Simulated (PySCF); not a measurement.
Computed IR spectrum (relative IR intensity) of a molecule CH₃ClF₂Si. Coordinates come from a B3LYP-D3(BJ)/def2-SVP optimisation. One conformer was computed; it need not be the lowest. The numbers are results of B3LYP-D3(BJ)/def2-SVP run with PySCF 2.14.0, not measurements. Frequencies are harmonic and unscaled.

| ν (cm⁻¹) | relative intensity |
|---|---|
| 253 | 3.3 |
| 293 | 9.7 |
| 331 | 22 |
| 535 | 36 |
| 729 | 34 |
| 812 | 67 |
| 913 | 100 |
| 973 | 95 |
| 1289 | 20 |
| 1425 | 3.2 |

### Question
Pick the molecule that these values belong to.
A) C[Si](F)(F)Cl
B) FC(F)[SiH2]Cl
C) FC[Si@@H](F)Cl

### Answer
A, C[Si](F)(F)Cl
